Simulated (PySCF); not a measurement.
HCl$_{3}$Si, charge -1, doublet (typed; the unrestricted solution is spin-contaminated), geometry from GFN2-xTB (a state made from the parent by changing its charge; the spin is typed, not shown lowest); SVWN5/STO-3G (PySCF).

Input for PySCF:
```python
from pyscf import gto, scf, dft

mol = gto.M(
    atom='''
Si    0.244709    0.271687    0.126767
Cl   -1.093359   -1.236584   -0.348201
Cl   -1.275155    1.967754    0.228182
Cl    2.145296   -0.970500   -0.077334
H     0.368781    0.264988    1.580263
''',
    basis='sto-3g',
    charge=-1,
    spin=1,
    verbose=4,
    symmetry=True,
)

mf = dft.UKS(mol)
mf.xc = 'lda,vwn'
mf.irrep_nelec = {"A'": (23, 21), 'A"': (11, 12)}
mf.kernel()
mf.analyze()
```

Output, abridged:

```
PySCF version 2.14.0

[INPUT] verbose = 4
[INPUT] num. atoms = 5
[INPUT] num. electrons = 67
[INPUT] charge = -1
[INPUT] spin (= nelec alpha-beta = 2S) = 1
[INPUT] symmetry True subgroup None
[INPUT] Mole.unit = angstrom
[INPUT] Symbol           X                Y                Z      unit          X                Y                Z       unit  Magmom
[...]
nuclear repulsion = 313.768326639615
point group symmetry = Cs
symmetry origin: [ 2.86322142e-08 -1.14528856e-07 -6.72862439e-18]
symmetry axis x: [-0.08413288 -0.19945325  0.97628892]
symmetry axis y: [0.64819121 0.73318336 0.20564609]
symmetry axis z: [ 0.75681557 -0.6501235  -0.06759901]
num. orbitals of irrep A' = 24
num. orbitals of irrep A" = 13
number of shells = 21
number of NR pGTOs = 111
number of NR cGTOs = 37
basis = sto-3g
ecp = {}

******** <class 'pyscf.dft.uks_symm.SymAdaptedUKS'> ********
method = SymAdaptedUKS
initial guess = minao
damping factor = 0
level_shift factor = 0
DIIS = <class 'pyscf.scf.diis.CDIIS'>
diis_start_cycle = 1
diis_space = 8
diis_damp = 0
SCF conv_tol = 1e-09
SCF conv_tol_grad = None
SCF max_cycles = 50
direct_scf = True
direct_scf_tol = 1e-13
number electrons alpha = 34  beta = 33
irrep_nelec {"A'": (23, 21), 'A"': (11, 12)}
XC library pyscf.dft.libxc version 7.1.2
    S. Lehtola, C. Steigemann, M. J. T. Oliveira, and M. A. L. Marques,  SoftwareX 7, 1–5 (2018)
XC functionals = lda,vwn
    P. A. M. Dirac,  Math. Proc. Cambridge Philos. Soc. 26, 376 (1930)
    F. Bloch,  Z. Phys. 57, 545 (1929)
    S. H. Vosko, L. Wilk, and M. Nusair,  Can. J. Phys. 58, 1200 (1980)
radial grids:
    Treutler-Ahlrichs [JCP 102, 346 (1995); DOI:10.1063/1.469408] (M4) radial grids

becke partition: Becke, JCP 88, 2547 (1988); DOI:10.1063/1.454033
pruning grids: <function nwchem_prune>
grids dens level: 3
symmetrized grids: True
atomic radii adjust function: <function treutler_atomic_radii_adjust>
small_rho_cutoff = 0
Freeze 67 electrons in irreps ["A'", 'A"']
    0 free electrons in irreps
Set gradient conv threshold to 3.16228e-05
tot grids = 85632
init E= -1645.72781828039

cycle= 1 E= -1646.26106928098  delta_E= -0.533  |g|= 0.0672  |ddm|= 2.88

cycle= 2 E= -1646.25656876652  delta_E= 0.0045  |g|= 0.0717  |ddm|= 0.485

cycle= 3 E= -1646.23126298099  delta_E= 0.0253  |g|= 0.103  |ddm|=    1

cycle= 4 E= -1646.26335435399  delta_E= -0.0321  |g|= 0.0399  |ddm|= 0.954

cycle= 5 E= -1646.26441247846  delta_E= -0.00106  |g|= 0.0333  |ddm|= 0.0332

[...]
converged SCF energy = -1646.26694716015  <S^2> = 1.7516197  2S+1 = 2.8295722
Total Energy =                       -1646.266947160149357
[...]
beta  MO #6 (A" #2), energy= -8.61009248143913 occ= 1
beta  MO #7 (A' #5), energy= -8.60969114751345 occ= 1
beta  MO #8 (A" #3), energy= -6.50224856783408 occ= 1
beta  MO #9 (A" #4), energy= -6.49960333609952 occ= 1
beta  MO #10 (A' #6), energy= -6.49930323125858 occ= 1
beta  MO #11 (A' #7), energy= -6.49609487205926 occ= 1
beta  MO #12 (A" #5), energy= -6.49608413514635 occ= 1
beta  MO #13 (A' #8), energy= -6.49585464391429 occ= 1
beta  MO #14 (A' #9), energy= -6.49141940635014 occ= 1
beta  MO #15 (A' #10), energy= -6.49025872250048 occ= 1
beta  MO #16 (A" #6), energy= -6.49017613914915 occ= 1
beta  MO #17 (A' #11), energy= -4.48739218052184 occ= 1
beta  MO #18 (A" #7), energy= -2.89133033453805 occ= 1
beta  MO #19 (A' #12), energy= -2.88010788867128 occ= 1
beta  MO #20 (A' #13), energy= -2.86920917320945 occ= 1
beta  MO #21 (A' #14), energy= -0.451939314911786 occ= 1
beta  MO #22 (A" #8), energy= -0.428262013668179 occ= 1
beta  MO #23 (A' #15), energy= -0.421455620227066 occ= 1
beta  MO #24 (A' #16), energy= -0.153510611812562 occ= 1
beta  MO #25 (A" #9), energy= -0.0618334457086503 occ= 1
beta  MO #26 (A' #17), energy= -0.0437697566944467 occ= 1
beta  MO #27 (A' #18), energy= -0.016762043306834 occ= 1
beta  MO #28 (A" #10), energy= -0.0111518127669847 occ= 1
beta  MO #29 (A' #19), energy= 0.00604035072431186 occ= 1
beta  MO #30 (A" #11), energy= 0.0130273563326016 occ= 1
beta  MO #31 (A" #12), energy= 0.0177327482306363 occ= 1
beta  MO #32 (A' #20), energy= 0.0186222309318672 occ= 1
beta  MO #33 (A' #21), energy= 0.0471127951973747 occ= 1
beta  MO #34 (A' #22), energy= 0.226902295879988 occ= 0
beta  MO #35 (A' #23), energy= 0.454454028459659 occ= 0
beta  MO #36 (A" #13), energy= 0.455654807128754 occ= 0
beta  MO #37 (A' #24), energy= 0.591845210147594 occ= 0
 ** Mulliken pop alpha/beta on meta-lowdin orthogonal AOs **
 ** Mulliken pop       alpha | beta **
[...]
In total            34.00000 | 33.00000
 ** Mulliken atomic charges   ( Nelec_alpha | Nelec_beta ) **
charge of  0Si =      0.11427  (     7.70122      6.18451 )
charge of  1Cl =     -0.26648  (     8.56320      8.70327 )
charge of  2Cl =     -0.34936  (     8.57720      8.77216 )
charge of  3Cl =     -0.34936  (     8.57720      8.77216 )
charge of  4H =     -0.14908  (     0.58118      0.56790 )

WARN: System has nonzero charge -1; the dipole moment is origin-dependent.
Location of origin: [0. 0. 0.]

Dipole moment(X, Y, Z, Debye): -0.02918,  0.02076, -0.52634
```
